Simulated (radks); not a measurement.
Valence configurations of Er (all share [Xe]). Calculated with a radial shooting solver on a logarithmic mesh with Libxc functionals: Dirac Kohn-Sham, PBE, spin-unpolarised, spherical densities, finite nucleus; open shells fill j = l - 1/2 first; Fermi nuclear charge, rms radius 5.2516 fm. Energies are relative to 4f12 6s2; eigenvalues in eV.

valence           E (eV)  e(4f5/2)  e(4f7/2)  e(5d3/2)  e(6p1/2)  e(6s1/2)
4f12 6s2           0.000    -3.685    -2.604         -         -    -3.832
4f12 5d1 6s1       2.847    -3.086    -2.006    -0.826         -    -3.705
4f11 5d1 6s2       3.986    -9.883    -8.734    -2.201         -    -4.374
4f11.5 5d1.5 6s1   3.988    -5.722    -4.608    -1.180         -    -3.878
4f10 5d2 6s2      13.302   -16.694   -15.477    -3.268         -    -4.677
4f10 6s2 6p2      19.467   -23.725   -22.503         -    -3.294    -7.258
4f8 5d2 6s2 6p2   61.526   -39.951   -38.591   -10.778    -3.457    -7.838
4f11 6s2 6p1       5.225   -12.987   -11.836         -    -2.353    -5.620
4f12 6s1 6p1       2.605    -4.989    -3.908         -    -1.886    -4.563
4f12 5d1.5 6s0.5   4.291    -2.961    -1.882    -0.830         -    -3.721

NIST lists [Xe] 4f12 6s2 as the ground configuration; this level of theory agrees among the configurations tried. The energies are those of spherical spin-averaged densities, not of single terms.
